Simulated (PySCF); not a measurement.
Compound: CH₁₀O₂Si₃.
Z-matrix (Å and degrees, PBE0-D3(BJ)/def2-SVP geometry), rows numbered from 1:
```
O 
Si  1  1.6557
C   2  1.8696  1  110.94
Si  3  1.8806  2  113.81  1   -65.42
O   2  1.6529  1  110.47  3  -119.61
Si  5  1.6503  2  157.79  1   140.85
H   1  0.9618  2  117.38  3    55.33
H   2  1.4833  1  105.04  3   122.54
H   3  1.1036  2  108.58  1    56.06
H   3  1.1041  2  109.61  1   172.89
H   4  1.4943  3  111.88  2   171.23
H   4  1.4947  3  110.76  2   -67.46
H   4  1.4993  3  109.78  2    51.38
H   6  1.4925  5  109.73  2  -108.69
H   6  1.4957  5  110.47  2    11.41
H   6  1.4917  5  109.43  2   131.36
```

All values: PBE0/pcSseg-1 (PySCF, non-relativistic), on one gas-phase PBE0-D3(BJ)/def2-SVP geometry that isn't relaxed in the solvent. The solvent is an IEF-PCM continuum (van der Waals radii × 1.2). Only the electrostatic response of the medium enters.

| medium | total energy (Eh) | HOMO (eV) | LUMO (eV) | dipole (D) |
| --- | --- | --- | --- | --- |
| gas phase | -1062.545939 | -8.382 | 0.142 | 1.561 |
| cyclohexane (ε = 2.017) | -1062.548650 | -8.307 | 0.239 | 1.703 |

Q: What is E(solvent) − E(gas) in cyclohexane, in kJ/mol?

A: -1062.548650 − (-1062.545939) = -0.002711 Eh = -7.12 kJ/mol.

Q: Scale it by Onsager's factor (ε − 1)/(2ε + 1) to chloroform (ε = 4.711), and compare with the calculation.

A: The factor goes from 0.202 to 0.356, a ratio of 1.763, which gives -12.55 kJ/mol. The calculation gives -13.18 kJ/mol (total energy -1062.550959 Eh), so the scaled value is 4.8 % too small in size.

Q: Scale the changes of the other columns the same way. What are the values in chloroform?

A: 
```csv
quantity,scaled,computed,difference
HOMO (eV),-8.250,-8.265,+0.015
LUMO (eV),0.312,0.297,+0.015
dipole (D),1.811,1.824,-0.013
```

Q: How does each lowering split into the polarisation term (half the interaction with the induced surface charges) and the distortion of the solute's density?

A: cyclohexane: -7.40 + 0.28 kJ/mol, the distortion taking back 4 % of the polarisation term; chloroform: -14.19 + 1.01 kJ/mol, the distortion taking back 7 % of the polarisation term.

Time: 43 s; peak memory 0.95 GiB. Hardware: one thread, Arm Neoverse N1 (aarch64), shared host with 64 logical CPUs at a one-minute load of 61. This is the whole shielding run at PBE0/pcSseg-1 in chloroform, SCF included.
